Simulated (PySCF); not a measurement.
Relaxation of triplet IrSCl

All numbers come from PySCF, UPBE0, basis Ir def2-SVP with ECP60, S def2-SVP, Cl def2-SVP (scalar-relativistic core potentials, no spin–orbit coupling, density fitting). A (50,194) grid was used.

A hand-made bent start, of Cs symmetry, held to at least that symmetry:

```xyz
3
charge 0 multiplicity 3, angstrom
Ir   -0.0330    0.0000   -0.3180
S    -1.7450    0.0000    0.8808
Cl    1.7773    0.0000    0.9496
```

Optimiser trace:
| step | E − E(last) (kJ/mol) | largest gradient (Eh/bohr) |
| --- | --- | --- |
| 0 | 4.60 | 0.01878 |
| 1 | 1.39 | 0.00359 |
| 2 | 0.63 | 0.00332 |
| 3 | 0.02 | 0.00083 |
| 4 | 0.00 | 0.00017 |
| 5 | 0.00 | 0.00003 |

It ends at Cs with Ir–Cl 2.199 Å, Ir–S 2.056 Å; Cl–Ir–S 119.2° (after a last refinement on a finer grid). A frequency run shows a minimum.

Final geometry:
Z-matrix (Å, degrees; charge 0 multiplicity 3):
```
Ir
S  1 2.0557
Cl 1 2.1988 2 119.24
```

Open d and f shells are described by one determinant, and the ground state may have another occupation or spin. At this level a broken-symmetry Ms = 0 minimum of Cs symmetry lies 10 kJ/mol below this structure. With an element this heavy the missing spin–orbit coupling can shift these numbers.

The relaxation took about 22 core-seconds on a shared host.
